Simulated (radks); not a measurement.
Question: The mean radii <r> (bohr) of the occupied orbitals of an atom or ion are listed with their occupations. Method: non-relativistic Kohn-Sham, PBE, spin-unpolarised, spherical densities, point nucleus; computed with a radial shooting solver on a logarithmic mesh with Libxc functionals.

orbital  occ.      <r>
1s          2  0.07017
2s          2   0.3276
2p          6   0.2909
3s          2    1.014
3p          6    1.088
4s          2    3.538
3d          2    1.601

Name the element and its charge.

Answer: Z = 22, titanium, charge 0: Ti in [Ar] 3d2 4s2. The 1s radius gives Z: for a bare nucleus <r> = 1.5/Z, 0.06818 bohr for Z = 22, and screening makes it slightly larger (0.07017 here). The occupations add up to 22, and the charge is Z minus that.
